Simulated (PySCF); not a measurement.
# From computed data to an observable: oscillator strength and radiative lifetime

Zr(OEt)(H)3 (C₂H₈OZr), SMILES CC[O][ZrH3], multiplicity 1.

The structure is a stationary point at B3LYP-D3(BJ)/def2-SVP. The spin state was assumed, not searched. The def2 effective core potentials stand for the cores of Zr; spin–orbit coupling is left out. Other conformers were not sampled.

TDDFT-CAM-B3LYP/def2-SVPD (PySCF 2.14.0) puts the first singlet state with f over 0.02 at 4.90 eV (vertical), with the transition dipole (-0.104, -0.404, 0.000) in atomic units.

Task: Find the oscillator strength, the wavelength and the radiative lifetime that this transition would have in vacuum if emission retraced absorption.

Result: 
|μ|² = 0.1740 au, so |μ| = 1.06 D. ΔE = 4.90/27.211 = 0.1801 hartree. f = (2/3) ΔE |μ|² = 0.021 (the program prints 0.021).
λ = 1239.84/4.90 = 253 nm; ν = 39521 cm⁻¹.
Einstein's coefficient A = 0.6670 ν² f s⁻¹ (ν in cm⁻¹) = 2.2e7 s⁻¹, so τ = 1/A = 46 ns. This state is S4; the lower singlets have f = 0.000, 0.000, 0.000. The figure is the radiative limit of this one transition; relaxation, internal conversion, crossing to triplets and a medium change what is measured.
